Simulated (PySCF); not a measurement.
PBE on Mo⁻ (molybdenum, charge -1), [Kr] 4d5 5s2, high-spin 6S determinant. All numbers are calculated (PySCF 2.14, the spin-free X2C one-electron Hamiltonian (Gaussian nucleus), in aug-cc-pVTZ-DK).

```
cycle= 1 E= -4047.88929890936  delta_E= -0.0251  |g|= 0.0573  |ddm|= 2.79
cycle= 2 E= -4047.8893106959  delta_E= -1.18e-05  |g|= 0.0338  |ddm|= 0.43
cycle= 3 E= -4047.88930592327  delta_E= 4.77e-06  |g|= 0.051  |ddm|= 0.49
cycle= 4 E= -4047.89081144225  delta_E= -0.00151  |g|= 0.00293  |ddm|= 0.123
cycle= 5 E= -4047.89082459422  delta_E= -1.32e-05  |g|= 0.000937  |ddm|= 0.0138
cycle= 6 E= -4047.89082576456  delta_E= -1.17e-06  |g|= 4.4e-05  |ddm|= 0.0106
cycle= 7 E= -4047.890825768  delta_E= -3.44e-09  |g|= 2.83e-06  |ddm|= 0.000384
cycle= 8 E= -4047.89082576801  delta_E= -1.46e-11  |g|= 5.03e-07  |ddm|= 3.38e-05
converged SCF energy = -4047.89082576801  <S^2> = 8.8535619  2S+1 = 6.0344219
```

Highest occupied orbital energy: 1.175 eV; ⟨L²⟩ = 0.00; populations by l: s 10.00, p 18.00, d 15.00, f 0.00.

(1) Can this result be used?

Results:

(1) With care. Self-consistency was reached. ⟨S²⟩ = 8.85 against 8.75 shows spin contamination. At PBE the highest occupied level has a positive energy, so only the finite basis holds that electron; in a semilocal or global hybrid functional this comes from self-interaction and does not mean that the real anion is unbound.
